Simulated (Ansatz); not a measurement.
Consider the substitution at a C–Ge bond: `[CH3][GeH2][CH2]O` + `OBS` → `OBSCO` + `[CH3][GeH3]`.

Computed with Ansatz on PBE0-D4/def2-TZVP structures; ΔE is electronic, products minus reactants. CBS: MP2 limit from def2 TZ/QZ plus the TZ coupled-cluster correction, frozen cores. DFT in def2-TZVPP. For Ge outer-core shells are correlated without core-valence functions, which leaves a few kJ/mol of doubt a bond. Scalar relativity is left out up to krypton. Each species was taken in one conformer, which may not be the lowest.

```
             level  ΔE (kJ/mol)  difference from CCSD(T)/CBS
            PBE-D4          2.9                         -5.0
           ωB97X-V          4.7                         -3.2
           ωB97M-V          5.7                         -2.2
               PBE          3.3                         -4.6
            r2SCAN          3.6                         -4.3
SCS-MP2/def2-TZVPP          8.9                          1.0
   CCSD/def2-TZVPP         11.2                          3.3
CCSD(T)/def2-TZVPP         10.0                          2.1
     HF/def2-QZVPP          3.2                         -4.7
    CCSD/CBS(def2)          9.1                          1.2
       CCSD(T)/CBS          7.9                            0
```

Largest T1 diagnostic among the species: 0.013.

In def2-TZVPP, CCSD(T) changes the Hartree–Fock value by +5.9 kJ/mol (the triples alone add −1.2 kJ/mol) and MP2 by +5.2 kJ/mol.

CCSD(T)/CBS has its own doubt, a few kJ/mol and more with outer-core shells, so smaller differences from it don't rank the levels.
